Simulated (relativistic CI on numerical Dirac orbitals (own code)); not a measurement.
Which ions of terbium radiate between 6.4 and 6.7 nm?

Terbium is a candidate source for lithography near 6.5 to 6.7 nm; the window is chosen wide. Calculated with Dirac-Coulomb-Breit CI on KLI orbitals: all E1 lines from the levels of 4p⁶4dⁿ to 4dⁿ⁻¹4f, 4p⁵4dⁿ⁺¹, 4dⁿ⁻¹5p and 4dⁿ⁻¹5f, with Slater integrals scaled by 0.90 and by 0.85. Mean and σ are weighted by gf over the n = 4 arrays (4d-4f and 4p-4d); f is Σgf divided by the number of states of the lower configuration. Lines between excited configurations, which give much of the light of dense plasmas, and level populations are left out.

```
  Ion   n  Mean, 0.90 (nm)  σ (nm)  f, n = 4  Mean, 0.85  Mean, no mixing  σ, no mixing  4d-5p mean  f in band, 0.90  f in band, 0.85
Tb¹⁹⁺  10             6.46    0.12      8.62        6.53             6.45          0.12        5.19             8.57             8.46
Tb²⁰⁺   9             6.50    0.22      7.97        6.57             6.65          0.43        4.95             7.29             7.20
Tb²¹⁺   8             6.55    0.30      7.38        6.62             6.83          0.55        4.72             6.15             6.14
Tb²²⁺   7             6.61    0.36      6.84        6.67             7.01          0.61        4.51             5.28             4.80
Tb²³⁺   6             6.67    0.42      6.36        6.73             7.17          0.64        4.32             4.07             2.73
Tb²⁴⁺   5             6.74    0.48      5.93        6.80             7.29          0.66        4.14             2.69             2.09
Tb²⁵⁺   4             6.81    0.54      5.54        6.87             7.37          0.68        3.97             2.03             2.03
Tb²⁶⁺   3             6.88    0.59      5.19        6.94             7.39          0.72        3.82             2.08             2.07
Tb²⁷⁺   2             6.95    0.65      4.88        7.01             7.36          0.77        3.67             2.21             2.21
Tb²⁸⁺   1             7.02    0.71      4.59        7.08             7.25          0.80        3.54             2.73             2.65
```

Problem. Which charge states feed the band, how sure is the ranking, and what does configuration mixing do?

Solution. With the scale 0.90 most strength in the band comes from Tb¹⁹⁺, Tb²⁰⁺, Tb²¹⁺, Tb²²⁺, with 0.85 from Tb¹⁹⁺, Tb²⁰⁺, Tb²¹⁺, Tb²²⁺. Lowering the scale by 0.05 moves the n = 4 arrays by 0.06 nm on average, against a band of 0.30 nm, so Tb¹⁹⁺, Tb²⁰⁺, Tb²¹⁺, Tb²²⁺ lead at both scales, while the rest of the ranking is uncertain. For Tb²⁴⁺, near the middle of the shell, mixing moves the mean from 7.29 to 6.74 nm and σ from 0.66 to 0.48 nm: the 4d-4f and 4p-4d excitations share their strength, which collects at the high-energy end. The means drift steadily with the charge, from 6.46 to 7.02 nm, so the charge balance of the plasma sets the colour.
